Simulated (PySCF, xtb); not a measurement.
Two isomers of CH2FGe−

Structure a is `[H]/[Ge-]=[CH]/F`, a singlet and structure b is `[H]/[C-]=[GeH]\[F]`, a singlet. Both are isolated ions in the gas phase, relaxed with PBE0-D3(BJ)/def2-SVPD.

a (Å):

```
atom    x (Å)   y (Å)    z (Å)
   C  -1.1214  0.5637  -0.1051
   F   0.2774  0.5424  -0.0250
  Ge  -2.0365  0.3585  -1.6937
   H  -1.5077  0.7180   0.9137
   H  -3.4432  0.5031  -0.9127
```

b (Å):

```xyz
5

C    -0.3770    0.1758   -1.5742
F     0.0216   -1.0471    1.5497
Ge   -0.6231   -0.8884   -0.1899
H    -1.5773   -2.1047   -0.1219
H     0.3619    0.9840   -1.3839
```

Energies in hartree; the thermal terms are from GFN2-xTB frequencies at re-optimised GFN2-xTB minima (ideal gas, soft modes damped towards free rotors, one conformer each, 298.15 K, 1 atm) and include the zero-point energy:

```
                                a            b
E, CCSD(T)/def2-SVPD  −2214.020143  −2214.015556
    E, MP2/def2-SVPD  −2213.984210  −2213.985021
  E, MP2/def2-TZVPPD  −2214.512736  −2214.514789
   zero-point energy      0.018656      0.016633
        H(298 K) − E      0.023949      0.022703
        G(298 K) − E     −0.008659     −0.011543
```

**Question.** Correct the CCSD(T) difference for the basis set by the MP2 change, then work out ΔE, ΔE₀, ΔH and ΔG for a → b in kJ/mol (1 Eh = 2625.50 kJ/mol) and the equilibrium ratio [b]/[a].

**Answer.** 1. Differences b − a: CCSD(T) +0.004587, MP2 in the small set −0.000811, MP2 in the large set −0.002053 Eh.
2. ΔE = +0.004587 + (−0.002053 − (−0.000811)) = +0.003345 Eh = +8.78 kJ/mol.
3. ΔE₀ = ΔE + ΔZPE = +0.003345 + (−0.002023) Eh = +3.47 kJ/mol.
4. ΔH = ΔE + (−0.001246) Eh = +5.51 kJ/mol.
5. ΔG = ΔE + (−0.002884) Eh = +1.21 kJ/mol, so ΔS = (ΔH − ΔG)/T = +14.4 J/(mol K).
6. kT = 0.9442 mEh, so K = [b]/[a] = exp(−ΔG/kT) = exp(−0.49) ≈ 0.61.

The two are too close for this level to say which is favoured. An error of 4 kJ/mol in ΔG would change K by a factor of 5. MP2/def2-SVPD gave ΔE the other sign. Large T1 diagnostics make the coupled-cluster value less sure. Mirror images and further conformers aren't counted.

As drawn, b has 1 F–Ge in place of 1 C–F.

Other levels gave ΔE = +37.3 (GFN2-xTB); +294.5 (HF/STO-3G, GFN2-xTB geometries); +43.3 (r2SCAN-D4/def2-SVPD, GFN2-xTB geometries); +37.7 (PBE0-D3(BJ)/def2-SVPD); +45.4 (HF/def2-SVPD); −2.1 (MP2/def2-SVPD); +12.0 (CCSD(T)/def2-SVPD) kJ/mol. The correlated steps freeze 11 core orbitals; the filled d shell of Ge is correlated, in a basis made for valence electrons. Programs: PySCF 2.14.0, xtb 6.7.1.
